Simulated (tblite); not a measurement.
Run record: tight-binding relaxation, `[H]/N=C\[C@H]1C[SiH2]C/C1=C/Br`.

Computed with GFN2-xTB geometry optimisation, gas phase (tblite 0.8.0). Start geometry: from a force field or distance geometry. The command runs a driver script over a list of jobs; the input below is this job's line of settings and its coordinates in Å.

Command:
```bash
OMP_NUM_THREADS=1 python probes_run.py task.json out
```

Input:
```
{"job": {"kind": "relax", "xc": "GFN2-xTB", "basis": "xTB"}, "charge": 0, "multiplicity": 1}
N      2.227200    -0.647600     1.170500
C      1.878400    -0.594900    -0.087200
C      0.731600     0.198900    -0.662200
C     -0.183900    -0.716600    -1.520100
Si    -1.535700    -1.371200    -0.323500
C     -1.227200    -0.017100     0.974700
C     -0.145400     0.892100     0.382600
C     -0.055500     2.182700     0.755800
Br     1.161900     3.426200     0.132700
H      1.608500    -0.048300     1.747300
H      2.488500    -1.177600    -0.798100
H      1.182400     0.917400    -1.350100
H     -0.676500    -0.144500    -2.294200
H      0.367400    -1.554800    -1.972800
H     -1.205000    -2.711500     0.188500
H     -2.885500    -1.271400    -0.934300
H     -2.147300     0.531500     1.188700
H     -0.859400    -0.489900     1.897500
H     -0.734200     2.605800     1.496900
```

Task: Estimate the output.

Result: 
```
step      E/eV     max force
  0    -724.21509    3.195
  1    -724.32167    3.126
  2    -724.39711    0.452
  3    -724.41748    0.372
  4    -724.44217    0.378
  5    -724.44936    0.308
  6    -724.46002    0.302
  7    -724.46929    0.240
  8    -724.47333    0.159
  9    -724.47613    0.113
... (54 lines left out)
 64    -724.49416    0.031
 65    -724.49435    0.029
 66    -724.49448    0.022
 67    -724.49459    0.021
 68    -724.49464    0.014
 69    -724.49467    0.012
 70    -724.49470    0.011
 71    -724.49473    0.016
 72    -724.49476    0.016
 73    -724.49477    0.010
```

«max force» is the largest atomic force in eV/Å.

Task: From which step on does the largest force stay under 0.1 eV/Å, and how much energy is left to gain from there?

Result: From step 14 (0.100 eV/Å), 13.4 meV above the end.

Main results: energy lowered by 6.4 kcal/mol over 73 steps; largest atomic force 0.010 eV/Å at the end.

Task: Where do the atoms end?

Result: 0.178 Å rms from the input after alignment:
```
atom  x, y, z in Å
N1     2.2201   -0.5694    1.1965
C2     1.7555   -0.6632    0.0391
C3     0.7090    0.1916   -0.6426
C4    -0.1908   -0.6580   -1.5522
Si5   -1.5227   -1.3692   -0.3879
C6    -1.1710   -0.0774    0.9790
C7    -0.1736    0.8632    0.3692
C8    -0.1233    2.1428    0.7067
Br9    1.1019    3.4003   -0.0323
H10    1.8353    0.1871    1.7631
H11    2.1678   -1.4560   -0.5806
H12    1.2626    0.9322   -1.2340
H13   -0.6444   -0.0162   -2.3091
H14    0.3956   -1.4061   -2.0829
H15   -1.2161   -2.7254    0.0659
H16   -2.8762   -1.2534   -0.9281
H17   -2.0426    0.4605    1.3470
H18   -0.7143   -0.5654    1.8430
H19   -0.7825    2.5913    1.4328
```

On one thread of an Arm Neoverse N1, no GPU, shared host with 64 logical CPUs at a one-minute load of 61, this took 1.2 s.
Labels such as C1 count atoms from 1, the log's own numbers from 0.
